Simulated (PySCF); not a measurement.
**Electron correlation in Br (bromine, neutral)**

Starting occupation: [Ar] 3d10 4s2 4p5, 4p1/2 with m_j = +1/2, 4p3/2 with m_j = -3/2, -1/2, +1/2, +3/2. All numbers are calculated (PySCF 2.14, X2C-1e with screened-nucleus spin-orbit coupling, Gaussian nucleus, in x2c-SVPall-2c (5s6p3d, 38 functions)). Frozen: [Ne]; 25 electrons correlated.

MP2 pair energies summed by pair of shells (mhartree):

| pair | energy | share (%) |
| --- | --- | --- |
| 3d3/2-3d5/2 | -54.33 | 16.2 |
| 4p3/2-4p3/2 | -44.23 | 13.2 |
| 3d5/2-3d5/2 | -36.00 | 10.7 |
| 3d5/2-3p3/2 | -27.52 | 8.2 |
| 4p1/2-4p3/2 | -21.03 | 6.3 |
| 4p3/2-4s1/2 | -20.43 | 6.1 |
| 3d3/2-3p3/2 | -19.65 | 5.9 |
| 3d5/2-3p1/2 | -16.38 | 4.9 |
| 3d3/2-3d3/2 | -14.40 | 4.3 |
| 3p1/2-3p3/2 | -10.92 | 3.3 |
| 3d3/2-3p1/2 | -9.15 | 2.7 |
| 3p3/2-3p3/2 | -9.04 | 2.7 |
| 3d5/2-4p3/2 | -8.22 | 2.5 |
| 4p1/2-4s1/2 | -7.60 | 2.3 |
| 4s1/2-4s1/2 | -6.06 | 1.8 |
| 3d3/2-4p3/2 | -5.14 | 1.5 |
| 3d5/2-3s1/2 | -3.59 | 1.1 |
| 3d3/2-3s1/2 | -2.39 | 0.7 |
| 3d5/2-4s1/2 | -2.38 | 0.7 |
| 3p3/2-4p3/2 | -2.18 | 0.7 |
| 3p1/2-3p1/2 | -2.09 | 0.6 |
| 3d5/2-4p1/2 | -1.94 | 0.6 |
| 3p3/2-3s1/2 | -1.66 | 0.5 |
| 3d3/2-4p1/2 | -1.55 | 0.5 |
| 3d3/2-4s1/2 | -1.52 | 0.5 |
| 3p1/2-4p3/2 | -1.39 | 0.4 |
| 3p1/2-3s1/2 | -0.87 | 0.3 |
| 3p3/2-4s1/2 | -0.69 | 0.2 |
| 3p3/2-4p1/2 | -0.68 | 0.2 |
| 3s1/2-3s1/2 | -0.60 | 0.2 |

Total MP2 correlation energy: -335.03 mhartree.

This basis was not built for core-valence correlation, so the inner-shell part is incomplete.
